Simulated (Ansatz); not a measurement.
Compare A (`CSB[SiH2]O`) with its isomer B (`[SiH3]BOCS`).

Calculated with Ansatz (gas phase, PBE0-D4/def2-TZVP geometries, no zero-point term in ΔE). CCSD(T)/CBS is the MP2 limit (def2-TZVPP, def2-QZVPP) plus CCSD(T) − MP2 in def2-TZVPP, frozen cores. Functionals use def2-TZVPP. B3LYP here is the variant with VWN-RPA as its local correlation; programs differ in this. Each species was taken in one conformer, which may not be the lowest.

Which isomer does CCSD(T)/CBS put lower? Give the gap. (Estimate.)

The calculation gave: A, by 139.2 kJ/mol.

Give E(B) − E(A) in kJ/mol with B3LYP-D4, PBE0-D4, CCSD(T)/def2-TZVPP, B2PLYP, MP2/def2-TZVPP, CCSD/def2-TZVPP, B3LYP. (Best estimate.)

The calculation gave: B3LYP-D4 129.6, PBE0-D4 135.6, CCSD(T)/def2-TZVPP 131.8, B2PLYP 133.0, MP2/def2-TZVPP 144.7, CCSD/def2-TZVPP 130.4, B3LYP 126.7. None reverses the order clearly.

Largest T1 diagnostic: 0.014.

In def2-TZVPP, CCSD(T) changes the Hartree–Fock value by +8.3 kJ/mol (the triples alone add +1.4 kJ/mol) and MP2 by +21.2 kJ/mol. From PBE to PBE0 (25 % exact exchange), in def2-TZVPP and without D4, E(B) − E(A) moves by +3.9 kJ/mol.
